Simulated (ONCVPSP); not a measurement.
Configuration tests for Ni (ONCV)

ONCVPSP 4.0.1 input, shortened (lines: element, Z, core and valence counts, functional; n l f; lmax; l rc ep ncon nbas qcut; lloc lpopt rc5 dvloc0; l nproj debl; icmod fcfact rcfact), LDA (Perdew-Wang 92), scalar-relativistic:

```
  Ni 28.00    4    3  -001012      upf
    1    0    2.00
    2    0    2.00
    2    1    6.00
    3    0    2.00
    3    1    6.00
    3    2    8.00
    4    0    1.00
    2
    0    2.05    0.00    3    7    3.40
    1    0.95    0.00    4    7   14.50
    2    1.15    0.00    5   10   12.40
    4    5    0.80    2.00
    0    3    2.00
    1    2    0.40
    2    2    0.70
    3    3.25    1.30
```

In the p channel the program set the typed energies aside and used -2.957, 0.250 Ha.

Energies are relative to the spin-unpolarised reference configuration 3p6 3d8 4s1; without spin polarisation the order of configurations can differ from experiment.

(1) Give the all-electron excitation energy and the error of the potential for: 3p6 3d8 4s2; 3p6 3d8 4s0; 3p6 3d7 4s0; 3p6 3d9 4s1.

Levels in the configuration 3p6 3d8 4s0:

```csv
level,all-electron (eV),pseudo (eV)
3p,-91.055,-90.961
3d,-28.710,-28.662
```

Note: ghosts flagged at negative energy: s at -31.6 eV; no localised positive-energy state flagged. A true bound ghost makes a file unfit for plane-wave use.

Results:

(1)

| valence configuration | charge | ΔE all-electron (eV) | error AE − PS (meV) |
| --- | --- | --- | --- |
| 3p6 3d8 4s2 | 0 | -9.594 | -5.0 |
| 3p6 3d8 4s0 | +2 | 17.653 | -13 |
| 3p6 3d7 4s0 | +3 | 55.456 | +50 |
| 3p6 3d9 4s1 | 0 | -11.232 | -8.5 |
